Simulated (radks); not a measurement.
Q: The antimony ion Sb11+ is in [Kr] 4d4. Calculated with a radial shooting solver on a logarithmic mesh with Libxc functionals: scalar-relativistic Kohn-Sham, LDA (Slater exchange, Perdew-Wang correlation), spin-polarised, spherical densities, finite nucleus; Fermi nuclear charge, rms radius of each element as measured or else 0.836 A^(1/3) + 0.57 fm. Open shells are filled with parallel spins first. One electron is removed from 3d, 4s, 4d, 4p in turn, with full relaxation. Which removal costs least, and what does each cost?

A: 4d 240.51 eV; 4p 310.55 eV; 4s 360.79 eV; 3d 763.40 eV. The 4d electron leaves first.
